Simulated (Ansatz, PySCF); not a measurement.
Breaking the Mg1–H2 bond in FHMg (SMILES [F][MgH]) (multiplicity 1 held, fragments rigid). Energies count from the point at 1.682 Å.
Geometry at that point (charge 0, multiplicity 1):
```csv
atom,x (Å),y (Å),z (Å)
Mg,0.0000,0.0000,-0.6440
H,0.0000,0.0000,-2.3255
F,0.0000,0.0000,1.1170
```

Restricted levels (R-, RO-) in cc, def2 and unpolarised 6-31G sets keep to the state of the molecule at rest. Unrestricted levels (U-) break spin symmetry where that is lower. Curves can end on different states.

Correlated levels freeze the cores. Rows in 6-31G* carry no dispersion term and start afresh at each structure (6-31G* with six Cartesian d functions).

Programs: Ansatz (Gaussian basis) for Hartree–Fock, density functionals and correlated methods; PySCF for 6-31G* rows. Values without a source in brackets are computed.

Q: One of these levels gives 295.5 kJ/mol for the energy at R = 5.381 Å. Which one is it?
(A) R-HF/6-31G*
(B) R-MP2/def2-TZVPPD
(C) U-B3LYP/6-31G*

A: C, U-B3LYP/6-31G*. The others give 588.0 (R-HF/6-31G*), 417.3 (R-MP2/def2-TZVPPD)

Doubts at one or more of the structures used: a restricted determinant that unrestricted orbitals would lower (R-HF/6-31G*, R-MP2/def2-TZVPPD); a spin-contaminated determinant (U-B3LYP/6-31G*).

Ansatz is an electronic-structure program.
